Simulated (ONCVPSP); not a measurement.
## An all-electron radial function and its pseudo partner (potassium)

Columns: radius, all-electron u(r) and pseudo u(r) of the 3p shell (level -19.19 eV) of potassium in the configuration [Ne] 3s2 3p6 4s0.75 4p0.25; PBE, scalar-relativistic, ONCV scheme, ONCVPSP 4.0.1.

| r (bohr) | all-electron | pseudo |
| --- | --- | --- |
| 0.118 | -0.3223 | 0.0261 |
| 0.235 | -0.4255 | 0.0998 |
| 0.353 | -0.2405 | 0.2124 |
| 0.470 | 0.0482 | 0.3475 |
| 0.588 | 0.3322 | 0.4906 |
| 0.705 | 0.5601 | 0.6235 |
| 0.822 | 0.7240 | 0.7347 |
| 0.940 | 0.8277 | 0.8167 |
| 1.058 | 0.8791 | 0.8651 |
| 1.175 | 0.8903 | 0.8810 |
| 1.292 | 0.8731 | 0.8696 |
| 1.410 | 0.8361 | 0.8366 |
| 1.528 | 0.7868 | 0.7890 |
| 1.645 | 0.7312 | 0.7333 |
| 1.763 | 0.6721 | 0.6735 |
| 1.880 | 0.6133 | 0.6140 |
| 1.998 | 0.5556 | 0.5558 |
| 2.115 | 0.5012 | 0.5012 |
| 2.232 | 0.4503 | 0.4503 |
| 2.350 | 0.4028 | 0.4028 |
| 2.468 | 0.3593 | 0.3593 |
| 2.585 | 0.3200 | 0.3200 |
| 2.702 | 0.2845 | 0.2845 |
| 2.820 | 0.2522 | 0.2522 |
| 2.938 | 0.2233 | 0.2233 |
| 3.055 | 0.1976 | 0.1976 |

Task: How many radial nodes do the two functions have?

Result: The all-electron 3p function has n − l − 1 = 1; the pseudo-wave has 0, since the states of the same l below it are removed with the core.

Task: At about which radius was the pseudo-wave matched?

Result: 2.35 bohr. The columns agree to 0.0005 from 2.00 bohr on; several derivatives are matched, so the curves merge somewhat inside the radius.

Task: Where does each function peak?

Result: Outermost all-electron maximum near 1.18 bohr, pseudo maximum near 1.18 bohr (to the table’s step).

Task: Is the pseudo-wave norm-conserving?

Result: Yes: the ONCV scheme keeps the norm inside the radius equal to the all-electron one, which fixes the energy derivative of the logarithmic derivative at the level.
